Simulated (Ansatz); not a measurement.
Kohn–Sham single points on `F/C=C(\[SiH3])CF`.

```yaml
crystal:
  periodic: [false, false, false]
  atoms:
    - {symbol: F, position_ang: [-1.697154, 1.012835, 1.464404]}
    - {symbol: C, position_ang: [-0.384508, 0.869611, 1.232974]}
    - {symbol: C, position_ang: [0.054520, 0.148535, 0.215622]}
    - {symbol: Si, position_ang: [-1.153282, -0.698004, -0.938614]}
    - {symbol: C, position_ang: [1.520453, 0.000348, -0.025609]}
    - {symbol: F, position_ang: [2.274378, 0.682605, 0.908995]}
    - {symbol: H, position_ang: [0.220095, 1.399508, 1.959007]}
    - {symbol: H, position_ang: [-1.986627, -1.683741, -0.206907]}
    - {symbol: H, position_ang: [-2.030105, 0.292533, -1.610455]}
    - {symbol: H, position_ang: [-0.350117, -1.411592, -1.967825]}
    - {symbol: H, position_ang: [1.816789, -1.054004, 0.017140]}
    - {symbol: H, position_ang: [1.792559, 0.386165, -1.014734]}
basis:
  gaussian: {orbitals: def2-TZVPP}
hamiltonian: {xc: {name: B2PLYP}}
```

```sh
$ ansatz run in.yaml --threads 4 --pin off --events-out ev --progress --plain --max-ram 10444MiB
```

Shortened log:

```
Functional definition: B2PLYP
1702 factors; integrals over basis functions are off by at most 1.0e-3 eV
mean field evaluation 1: about -16500.8096 eV, gradient 3.9e1 eV
mean field evaluation 2: about -16500.9760 eV, gradient 3.9e1 eV
mean field evaluation 4: about -16504.0930 eV, gradient 4.8e0 eV
mean field evaluation 8: about -16504.1482 eV, gradient 3.8e-1 eV
mean field evaluation 16: about -16504.1485 eV, gradient 4.0e-4 eV
mean field -16504.14852542 eV, -606.5162713957 hartree, gradient 3.4e-6 eV, S^2 0.000000; 0 other end points of the search recorded, 0 dependent functions left out
10 core orbitals not correlated: weight in the atoms' cores, before any rotation towards them, 1.000 or more for the frozen orbitals, at most 0.000 for the correlated occupied ones
reference -16504.14870416 eV, -606.5162779641 hartree; 18, 18 occupied and 253, 253 virtual orbitals, 1702 factors
second order -36.21932997 eV of doubles, -0.00000000 eV of singles
Total energy: -16513.92792325 eV, -606.8756576371 hartree
```

Run time 7.5 s (4 threads of an Arm Neoverse V1 on a shared host); peak host memory 0.83 GiB.

With the line `hamiltonian: {xc: {name: wB97M-V}}` and forces (abridged; 15 s):

```
Functional definition: wB97M-V
mean field evaluation 16: about -16519.5684 eV, gradient 8.6e-4 eV
mean field -16519.56844895 eV, -607.0829431332 hartree, gradient 6.0e-5 eV, S^2 0.000000
Total energy: -16519.56850006 eV, -607.0829450114 hartree
Atom 0 force    -0.319404     0.011045     0.022236 eV/Å
Atom 1 force     0.448767    -0.038698    -0.061999 eV/Å
Atom 2 force    -0.214597     0.072560     0.105682 eV/Å
Atom 3 force    -0.150921    -0.069911    -0.094306 eV/Å
Atom 4 force     0.094021    -0.220187    -0.309684 eV/Å
Atom 5 force     0.117810     0.136795     0.188308 eV/Å
Atom 6 force    -0.049776    -0.043613    -0.060774 eV/Å
Atom 7 force     0.101823     0.118430    -0.084242 eV/Å
Atom 8 force     0.106946    -0.115601     0.081806 eV/Å
Atom 9 force    -0.076880     0.082314     0.118522 eV/Å
Atom 10 force    -0.030105     0.103293    -0.002946 eV/Å
Atom 11 force    -0.027683    -0.036426     0.097397 eV/Å
Dipole moment:     0.095244    -0.129220    -0.182581 e Å
```

The same input with `hamiltonian: {xc: {name: B3LYP}, dispersion: d4}` and forces (abridged; 6 s):

```
Functional definition: B3LYP
mean field evaluation 16: about -16523.8147 eV, gradient 4.4e-5 eV
mean field -16523.81472185 eV, -607.2389907839 hartree, gradient 4.4e-5 eV, S^2 0.000000
Total energy: -16524.21925733 eV, -607.2538571887 hartree
Atom 0 force    -0.430017     0.056022     0.087748 eV/Å
Atom 1 force     0.459899     0.044479     0.053902 eV/Å
Atom 2 force    -0.115466     0.007790     0.012946 eV/Å
Atom 3 force    -0.104210    -0.088984    -0.122543 eV/Å
Atom 4 force    -0.057434    -0.251544    -0.349976 eV/Å
Atom 5 force     0.254905     0.199175     0.272176 eV/Å
Atom 6 force    -0.064157    -0.041275    -0.057167 eV/Å
Atom 7 force     0.052109     0.064317    -0.051478 eV/Å
Atom 8 force     0.055040    -0.068468     0.042560 eV/Å
Atom 9 force    -0.055619     0.044430     0.064571 eV/Å
Atom 10 force     0.001650     0.063715    -0.009951 eV/Å
Atom 11 force     0.003298    -0.029656     0.057212 eV/Å
Dipole moment:     0.097171    -0.134411    -0.189880 e Å
```

B3LYP takes the VWN-RPA correlation (the form of Gaussian; ORCA's B3LYP/G).
